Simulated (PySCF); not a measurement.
Gas-phase reaction: 4 InH + 3 C4H10 (n-butane) + H2 ⇌ 4 In(CH3)3

Method: PySCF energies plus ideal-gas RRHO corrections (1 bar). S°(298 K) at PBE0/def2-TZVP differs from the NASA 1993 table for C4H10 (n-butane) (-9 J/mol/K); whether the harmonic model or the table's entry is off was not settled. † marks an energy on the PBE0/def2-TZVP geometry and frequencies; other levels use their own. MP2 and CCSD(T) freeze the core. All species are closed-shell singlets. B3LYP is the form with VWN-RPA correlation. In: scalar-relativistic def2 core potential, no spin-orbit coupling. Methyl groups turn as free rotors in In(CH3)3. InH: computed as isolated molecules; such fragments, hydroxides, amides, oligomers or adducts are transient or little studied in the gas. MP2 isn't extrapolated to the basis-set limit; its ΔH°(298 K) is -71.2 kJ in def2-SVP and -210.8 kJ in def2-TZVPP. CCSD(T) isn't extrapolated to the basis-set limit. The harmonic model lacks anharmonicity and excited electronic states, which grow with temperature; levels with a mode under 35 cm⁻¹ are left out. Internal rotation in C4H10 (n-butane) is treated as a harmonic vibration of one conformer, which makes the entropy rough. Soft modes under 120 cm⁻¹ make the harmonic entropy rough for In(CH3)3.

| level | ΔE electronic, kJ | ΔH°(298 K), kJ | ΔS°(298 K), J/K | ΔG°(2000 K), kJ |
|---|---|---|---|---|
| B3LYP/def2-TZVP† | -20 | -21 | -378 | 698 |
| CCSD(T)/def2-SVP† | 25 | 24 | -378 | 743 |
| M06-2X/def2-TZVP† | -138 | -139 | -378 | 580 |
| MP2/def2-SVP† | -70 | -71 | -378 | 648 |
| MP2/def2-TZVPP† | -210 | -211 | -378 | 508 |
| PBE0/def2-SVP† | -12 | -13 | -378 | 706 |
| PBE0/def2-TZVP | -105 | -106 | -378 | 613 |
ΔH° is lowest at MP2/def2-TZVPP† and highest at CCSD(T)/def2-SVP†. No reference value is set beside these.
